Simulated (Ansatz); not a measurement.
Kohn–Sham single points on `C#CCCCCCCC`.

```yaml
crystal:
  periodic: [false, false, false]
  atoms:
    - {symbol: C, position_ang: [-3.549267, 2.417022, -1.687535]}
    - {symbol: C, position_ang: [-2.525147, 2.242785, -1.085471]}
    - {symbol: C, position_ang: [-1.272833, 2.020484, -0.384862]}
    - {symbol: C, position_ang: [-0.168461, 1.491719, -1.301212]}
    - {symbol: C, position_ang: [1.172107, 1.332912, -0.595994]}
    - {symbol: C, position_ang: [1.178576, 0.377820, 0.592078]}
    - {symbol: C, position_ang: [0.764637, -1.045549, 0.256085]}
    - {symbol: C, position_ang: [0.875744, -1.993605, 1.438815]}
    - {symbol: C, position_ang: [0.456577, -3.414181, 1.103721]}
    - {symbol: H, position_ang: [-4.459270, 2.573529, -2.216146]}
    - {symbol: H, position_ang: [-1.449882, 1.319915, 0.437780]}
    - {symbol: H, position_ang: [-0.948251, 2.959897, 0.077996]}
    - {symbol: H, position_ang: [-0.054418, 2.180842, -2.142517]}
    - {symbol: H, position_ang: [-0.491999, 0.539862, -1.731564]}
    - {symbol: H, position_ang: [1.908430, 0.988633, -1.330925]}
    - {symbol: H, position_ang: [1.516685, 2.318391, -0.261400]}
    - {symbol: H, position_ang: [2.188256, 0.362217, 1.017981]}
    - {symbol: H, position_ang: [0.531776, 0.763408, 1.389132]}
    - {symbol: H, position_ang: [1.385248, -1.419244, -0.568710]}
    - {symbol: H, position_ang: [-0.267129, -1.060991, -0.114517]}
    - {symbol: H, position_ang: [0.261223, -1.612901, 2.263123]}
    - {symbol: H, position_ang: [1.908324, -1.990326, 1.806892]}
    - {symbol: H, position_ang: [1.076367, -3.828983, 0.303726]}
    - {symbol: H, position_ang: [0.545366, -4.075190, 1.968851]}
    - {symbol: H, position_ang: [-0.582660, -3.448475, 0.764694]}
basis:
  gaussian: {orbitals: def2-TZVPP}
hamiltonian: {xc: r2scan, dispersion: d4}
output: {forces: true, orbitals: {seedname: orbitals}}
```

```sh
$ ansatz run in.yaml --threads 4 --pin off --events-out ev --progress --plain --max-ram 41984MiB --backend cuda --devices 0, --max-vram 37GiB
```

It prints (some lines left out):

```
Functional definition: r2SCAN
2564 factors; their error is unknown
mean field evaluation 1: about -9564.5440 eV, gradient 1.0e2 eV
mean field evaluation 2: about -9542.5886 eV, gradient 1.4e2 eV
mean field evaluation 4: about -9589.2798 eV, gradient 2.0e1 eV
mean field evaluation 8: about -9590.2876 eV, gradient 3.9e-1 eV
mean field evaluation 16: about -9590.2064 eV, gradient 3.9e-3 eV
mean field -9590.20634692 eV, -352.4335827740 hartree, gradient 8.2e-5 eV, S^2 0.000000; 0 other end points of the search recorded, 0 dependent functions left out
reference -9590.20636478 eV, -352.4335834305 hartree; 35, 35 occupied and 468, 468 virtual orbitals, 2564 factors
Total energy: -9590.36200890 eV, -352.4393032463 hartree
Atom 0 at    -3.549267     2.417022    -1.687535 Å, force    -0.325371     0.052947    -0.200402 eV/Å
Atom 1 at    -2.525147     2.242785    -1.085471 Å, force     0.262865    -0.043157     0.169210 eV/Å
Atom 2 at    -1.272833     2.020484    -0.384862 Å, force    -0.140399     0.053492     0.075495 eV/Å
Atom 3 at    -0.168461     1.491719    -1.301212 Å, force     0.012213    -0.047682    -0.174156 eV/Å
Atom 4 at     1.172107     1.332912    -0.595994 Å, force     0.124472     0.077899    -0.038317 eV/Å
Atom 5 at     1.178576     0.377820     0.592078 Å, force     0.038475     0.041758     0.133330 eV/Å
Atom 6 at     0.764637    -1.045549     0.256085 Å, force    -0.049684    -0.039677    -0.123204 eV/Å
Atom 7 at     0.875744    -1.993605     1.438815 Å, force     0.044366     0.026802     0.133428 eV/Å
Atom 8 at     0.456577    -3.414181     1.103721 Å, force    -0.039621    -0.137489    -0.026235 eV/Å
Atom 9 at    -4.459270     2.573529    -2.216146 Å, force     0.053304    -0.008636     0.031224 eV/Å
Atom 10 at    -1.449882     1.319915     0.437780 Å, force     0.007665    -0.008731     0.009364 eV/Å
Atom 11 at    -0.948251     2.959897     0.077996 Å, force     0.016974     0.003848     0.014205 eV/Å
Atom 12 at    -0.054418     2.180842    -2.142517 Å, force    -0.005633    -0.000516     0.001811 eV/Å
Atom 13 at    -0.491999     0.539862    -1.731564 Å, force    -0.001980     0.003569    -0.001727 eV/Å
Atom 14 at     1.908430     0.988633    -1.330925 Å, force     0.001473    -0.003455    -0.000035 eV/Å
Atom 15 at     1.516685     2.318391    -0.261400 Å, force    -0.002115     0.006407    -0.002599 eV/Å
Atom 16 at     2.188256     0.362217     1.017981 Å, force     0.002116    -0.003961     0.004197 eV/Å
Atom 17 at     0.531776     0.763408     1.389132 Å, force    -0.000024     0.000427     0.005456 eV/Å
Atom 18 at     1.385248    -1.419244    -0.568710 Å, force     0.002501    -0.001754    -0.010960 eV/Å
Atom 19 at    -0.267129    -1.060991    -0.114517 Å, force    -0.006805    -0.001594     0.002347 eV/Å
Atom 20 at     0.261223    -1.612901     2.263123 Å, force     0.000662     0.006406     0.000643 eV/Å
Atom 21 at     1.908324    -1.990326     1.806892 Å, force     0.001304     0.004936     0.000156 eV/Å
Atom 22 at     1.076367    -3.828983     0.303726 Å, force    -0.009978     0.008629     0.010656 eV/Å
Atom 23 at     0.545366    -4.075190     1.968851 Å, force    -0.003093     0.006880    -0.017476 eV/Å
Atom 24 at    -0.582660    -3.448475     0.764694 Å, force     0.016312     0.002652     0.003589 eV/Å
Dipole moment:     0.209411    -0.060741     0.074904 e Å
```

Hardware: 4 threads of an AMD EPYC 7R13 on a shared host and a share of an NVIDIA H100 80 GB. Wall time 3.2 s, peak host memory 1.1 GiB.

With the line `hamiltonian: {xc: pbe, dispersion: d4}` (abridged; 2.5 s):

```
Functional definition: PBE
mean field evaluation 16: about -9582.6622 eV, gradient 3.6e-3 eV
mean field -9582.66213234 eV, -352.1563380017 hartree, gradient 7.0e-5 eV, S^2 0.000000
Total energy: -9583.20865942 eV, -352.1764225015 hartree
Atom 0 force    -0.810049     0.135952    -0.482201 eV/Å
Atom 1 force     0.831763    -0.135770     0.522403 eV/Å
Atom 2 force    -0.160221     0.031770    -0.085371 eV/Å
Atom 3 force     0.042423     0.000934    -0.022986 eV/Å
Atom 4 force     0.019731     0.013570    -0.000443 eV/Å
Atom 5 force     0.013109     0.006410    -0.015896 eV/Å
Atom 6 force     0.009238     0.011576     0.021955 eV/Å
Atom 7 force    -0.007911    -0.024663    -0.003067 eV/Å
Atom 8 force    -0.001116    -0.028022     0.020117 eV/Å
Atom 9 force    -0.180989     0.031534    -0.105919 eV/Å
Atom 10 force    -0.022183    -0.143902     0.191752 eV/Å
Atom 11 force     0.082328     0.192573     0.114883 eV/Å
Atom 12 force     0.016500     0.130551    -0.175322 eV/Å
Atom 13 force    -0.067125    -0.188272    -0.093176 eV/Å
Atom 14 force     0.155817    -0.063332    -0.145769 eV/Å
Atom 15 force     0.075700     0.201843     0.058456 eV/Å
Atom 16 force     0.199955    -0.001913     0.097665 eV/Å
Atom 17 force    -0.125221     0.077404     0.166853 eV/Å
Atom 18 force     0.118398    -0.076040    -0.170408 eV/Å
Atom 19 force    -0.205546    -0.008734    -0.082614 eV/Å
Atom 20 force    -0.115088     0.079993     0.170823 eV/Å
Atom 21 force     0.205814     0.007288     0.082137 eV/Å
Atom 22 force     0.116457    -0.090611    -0.157795 eV/Å
Atom 23 force     0.012438    -0.143317     0.162621 eV/Å
Atom 24 force    -0.204221    -0.016823    -0.068697 eV/Å
Dipole moment:     0.207258    -0.058362     0.076008 e Å
```

Changing it to `hamiltonian: {xc: {name: wB97M-V}}` (abridged; 9 s):

```
Functional definition: wB97M-V
mean field evaluation 16: about -9591.1694 eV, gradient 3.6e-4 eV
mean field -9591.16940938 eV, -352.4689746667 hartree, gradient 4.6e-5 eV, S^2 0.000000
Total energy: -9591.16948009 eV, -352.4689772652 hartree
Atom 0 force     0.142880    -0.025629     0.081228 eV/Å
Atom 1 force    -0.477074     0.079897    -0.283833 eV/Å
Atom 2 force     0.235782     0.000568     0.341988 eV/Å
Atom 3 force    -0.062532    -0.043447    -0.198006 eV/Å
Atom 4 force     0.186483     0.108514    -0.076560 eV/Å
Atom 5 force     0.055409     0.066189     0.213533 eV/Å
Atom 6 force    -0.074866    -0.064312    -0.210596 eV/Å
Atom 7 force     0.080086     0.082824     0.215269 eV/Å
Atom 8 force    -0.059079    -0.199056    -0.047188 eV/Å
Atom 9 force     0.068346    -0.011305     0.040922 eV/Å
Atom 10 force     0.009134     0.049174    -0.068398 eV/Å
Atom 11 force    -0.022569    -0.077109    -0.039589 eV/Å
Atom 12 force    -0.008474    -0.045675     0.056256 eV/Å
Atom 13 force     0.020179     0.056769     0.023702 eV/Å
Atom 14 force    -0.044893     0.017648     0.053594 eV/Å
Atom 15 force    -0.028602    -0.062817    -0.023294 eV/Å
Atom 16 force    -0.065417    -0.005105    -0.027352 eV/Å
Atom 17 force     0.035896    -0.025587    -0.045897 eV/Å
Atom 18 force    -0.032347     0.023127     0.045118 eV/Å
Atom 19 force     0.048752     0.000716     0.027515 eV/Å
Atom 20 force     0.038954    -0.021462    -0.058755 eV/Å
Atom 21 force    -0.069761     0.001961    -0.029928 eV/Å
Atom 22 force    -0.041219     0.034898     0.054558 eV/Å
Atom 23 force    -0.007237     0.050166    -0.067444 eV/Å
Atom 24 force     0.072169     0.009053     0.023155 eV/Å
Dipole moment:     0.191631    -0.054121     0.068714 e Å
```
